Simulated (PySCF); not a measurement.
**Electron correlation in Re (rhenium, neutral)**

[Xe] 4f14 5d6 6s1, high-spin 6D determinant (an excited configuration). All numbers are calculated (PySCF 2.14, scalar relativity through the core potential, in def2-TZVPPD with the def2 core potential (60 electrons) (6s5p3d2f1g, 59 functions)). Frozen: nothing; 15 electrons correlated.

```
  level  correlation energy (mhartree)
   CCSD                        -358.14
    (T)                         -12.08
CCSD(T)                        -370.22
```

Diagnostics: T1 = 0.010, D1 = 0.0390, largest double amplitude 0.030.

**Question.** Is a single reference adequate?

**Answer.** Yes, within this model without spin-orbit coupling: T1 lies below 0.03 and no double amplitude reaches 0.07.

The basis has no tight functions for the innermost shells, so their pair energies are far from complete.

This basis was not built for core-valence correlation, so the inner-shell part is incomplete.
